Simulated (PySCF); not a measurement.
Al(H)(Cl)(NH2) (AlClH₃N), SMILES [NH2][AlH][Cl]. Heavy atoms are numbered as in [AlH:1]([Cl:3])[NH2:4]. Hydrogens are named by the atom that carries them.

Geometry optimised at PBE0-D3(BJ)/def2-TZVP. The values are those of a single conformer.

Calculation: B3LYP/pcSseg-2 in PySCF.

GIAO shieldings, no solvent; atoms alike by connectivity are averaged. δ = σ(ref) − σ: ¹H against TMS (σ = 31.68 ppm); ³⁵Cl against HCl (σ = 930.0 ppm); ¹⁵N against NH3 (σ = 260.3 ppm), references at their B3LYP-D3(BJ)/def2-TZVP geometries, non-relativistic (without spin–orbit terms, shifts of atoms bonded to Cl or Br come out too high).

Computed chemical shifts:
| nucleus | atoms | count | δ (ppm) |
|---|---|---|---|
| ¹H | H on Al1 | 1 | 4.75 |
| ¹H | H on N4 | 2 | 1.46 |
| ³⁵Cl | Cl3 | 1 | -13.5 |
| ¹⁵N | N4 (NH2) | 1 | 44.5 |
